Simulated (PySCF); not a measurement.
## Telling isomers of C11H7FO apart by NMR

Calculated, not measured (PySCF): spin–spin couplings from B3LYP/pcJ-1 (spin–dipole term left out of most H,H and C,H couplings), PBE0-D3(BJ)/def2-SVP geometry, GIAO PBE0/pcSseg-1 shieldings. One conformer, one averaged value for each set of equivalent atoms, non-relativistic, no solvent.

Shifts are taken against calculated references (same method and geometry level): TMS for 1H (σ = 31.27 ppm), 13C (σ = 184.41 ppm). Multiplet labels drop J under 1 Hz and among equivalent protons, and merge close values. Unscaled 3J(H,H) run several per cent high. One-bond C–F couplings are unscaled and too large by tens of Hz. Shifts are as computed. Against solution values, carbons near 30 ppm lie about +2 ppm off and those near 130 ppm about +5 ppm. Of 1211 compounds with measured shifts, 218 miss one by over three times the rms of a fit or turn the order of signals round; such compounds aren't used in these exercises.

(1) Tabulate the signals of `O=C(F)c1cccc2ccccc12`, `O=C(F)c1ccc2ccccc2c1` and their relative energies.

(2) What is the quickest way to tell O=C(F)c1cccc2ccccc12 from O=C(F)c1ccc2ccccc2c1?

Results:

(1) 
```json
{"SMILES": "O=C(F)c1cccc2ccccc12", "carbon types": "4×C 7×CH", "δC": "162.7, 143.5, 140.3, 137.2, 136.9, 135.6, 134.6, 132.5, 132.5, 129.1, 123.0", "δH": "10.09 (d, 1H), 8.69 (ddd, 1H), 8.23 (dd, 1H), 8.03 (dd, 1H), 7.97 (ddd, 1H), 7.80 (dd, 1H), 7.73 (t, 1H)", "E rel. (kcal/mol)": "2.4"}
{"SMILES": "O=C(F)c1ccc2ccccc2c1", "carbon types": "4×C 7×CH", "δC": "163.5, 139.9, 139.2, 136.2, 135.5, 135.3, 134.1, 133.7, 133.7, 132.6, 126.7", "δH": "8.71 (dd, 1H), 8.45 (ddd, 1H), 8.14 (m, 1H), 8.06 (dd, 1H), 8.04 (m, 1H), 7.86 (m, 1H), 7.79 (m, 1H)", "E rel. (kcal/mol)": "0.0"}
```

Energies are electronic energies at PBE0/pcSseg-1 on these geometries, without zero-point or thermal terms, each for the one conformer computed, which needn't be the lowest.

(2) Both give the same number of carbon signals, with the same numbers of each carbon type, so the positions decide. The first has an aromatic CH at 143.5 ppm, the second a substituted aromatic carbon (C) at 126.7 ppm. Their most deshielded carbons lie at 162.7 and 163.5 ppm. In the proton spectra the most deshielded non-exchanging signals are 10.09 (d, J = 10.0 Hz, 1H) and 8.71 (dd, J = 1.5, 1.2 Hz, 1H).
